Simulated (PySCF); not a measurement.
**Ge: excitation energy**

Ge [Ar] 3d10 4s2 4p2 (3P) → Ge [Ar] 3d10 4s2 4p1 4d1 (high-spin determinant), as a difference of total energies. All numbers are calculated (PySCF 2.14, no relativity, point nucleus, in dyall-av2z (16s12p8d, 92 functions)). Correlated levels: valence: [Ar] 3d10 frozen; virtual orbitals above 40 to 60 times the deepest correlated orbital energy dropped. The calculations carry no spin-orbit coupling.

```csv
method,excitation energy (eV)
UHF,7.345
LDA,6.846
PBE,6.670
PBE0,6.906
r2SCAN,7.080
BP86,6.675
B2PLYP,7.052
PBEsol,6.725
LC-wPBE,7.455
MP2 (valence),7.393
SCS-MP2 (valence),7.342
```

Problem. How much does correlation contribute at MP2 (valence)?

Solution. 7.393 − (7.345) = 0.048 eV, measured against UHF.

A first-order spin-orbit estimate (lowest level to lowest level, LS coupling) adds 0.018 eV.

The promoted electron is Rydberg-like, and one or two diffuse shells describe it only roughly, which tends to raise the upper state.

In the upper state the promoted electron has a positive orbital energy at LDA, PBE, PBE0, r2SCAN, BP86, B2PLYP, PBEsol, so the basis confines it.

The determinant of the upper state mixes LS terms, which raises its energy above the lowest term, most at the Hartree-Fock and MP2 levels.
